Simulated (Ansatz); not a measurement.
Basis-set extrapolation for F2H3SSi2 (`F[SiH](F)S[SiH2]`) radical (PBE0-D4/def2-TZVP geometry, frozen core, Ansatz 0.2.0). Multiplicity 2, UHF reference.

```csv
,def2-TZVPP,def2-QZVPP
HF,-1176.308330,-1176.347605
MP2 correlation,-0.889212,-0.972119
CCSD(T) correlation,-0.961095,not run
```

Energies in hartree. Use E(X) = E(∞) + A·exp(−7.88·√X) for Hartree–Fock and E(X) = E(∞) + B·X^(−2.97) for correlation, with X = 3 and 4, and add CCSD(T) minus MP2 of the smaller set to the MP2 limit.

Problem. What is the CCSD(T) energy at the basis-set limit?

Solution. HF limit: -1176.347605 + (-0.039275) × 0.13774 = -1176.35301. MP2 limit: -0.972119 + (-0.082907) × 0.74074 = -1.03353. Higher-order term: -0.961095 − (-0.889212) = -0.07188. Total: -1177.45842 hartree, 118.6 kcal/mol below CCSD(T)/def2-TZVPP.
